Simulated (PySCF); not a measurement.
Molecule: `C1CC1N1[SiH2]N[SiH2]1`, C$_{3}$H$_{10}$N$_{2}$Si$_{2}$.

Geometry (Å), atoms numbered from 1 in this order:
```xyz
17

C     1.622   -0.279   -1.429
C     2.148   -0.145   -0.027
C     0.929    0.626   -0.458
N    -0.349    0.304    0.041
Si   -1.525    1.271    0.894
N    -2.373   -0.241    1.003
Si   -1.193   -1.216    0.176
H     2.190    0.158   -2.237
H     1.123   -1.200   -1.687
H     1.994   -0.975    0.644
H     3.075    0.386    0.128
H     1.057    1.695   -0.600
H    -2.158    2.284    0.052
H    -1.072    1.802    2.179
H    -3.270   -0.472    1.385
H    -0.562   -2.224    1.028
H    -1.644   -1.764   -1.102
```

Frames of a GFN2-xTB Langevin trajectory at 600 K; GIAO PBE0/pcSseg-1 shieldings in PySCF 2.14.0 with density-fitted response routines, gas phase, non-relativistic; equivalent atoms averaged within each frame.

Scale: ¹³C (σref 186.93) and ²⁹Si (σref 349.16) and ¹H (σref 31.72) vs TMS; ¹⁵N (σref 267.73) against NH3 (reference shieldings calculated alike). The references are static minima.

How do the shifts (ppm) fluctuate along the trajectory?

Answers


```
         time (fs)    C3  C1/C2    N4    N6  Si5/Si7  H13/H14/H16/H17   H12  H8/H11    H15  H9/H10
               250  38.5    3.4  37.6  17.7    -14.0             6.74  3.93    1.32   0.51   -0.49
               425  20.6   19.8  92.1  13.1    -18.4             6.62  1.90    1.94  -1.95   -0.62
               625  30.4    6.3  27.0  22.5    -16.2             6.32  2.86    0.59   0.48    0.32
               800  42.2    7.8  40.1  25.8     -4.3             5.75  3.93    1.39   0.19   -0.25
              1000  31.9   21.6  52.5  17.4    -16.6             6.64  1.27    1.24   1.20    0.67
    mean of frames  32.7   11.8  49.9  19.3    -13.9             6.41  2.78    1.30   0.09   -0.07
standard deviation   8.3    8.3  25.3   4.9      5.6             0.40  1.19    0.48   1.20    0.55
```

5 frames give an uncertainty of the mean of about the standard deviation over 2.2 at best, since frames this close in time may not be independent; classical motion lacks zero-point vibration, and the reference would need the same averaging.
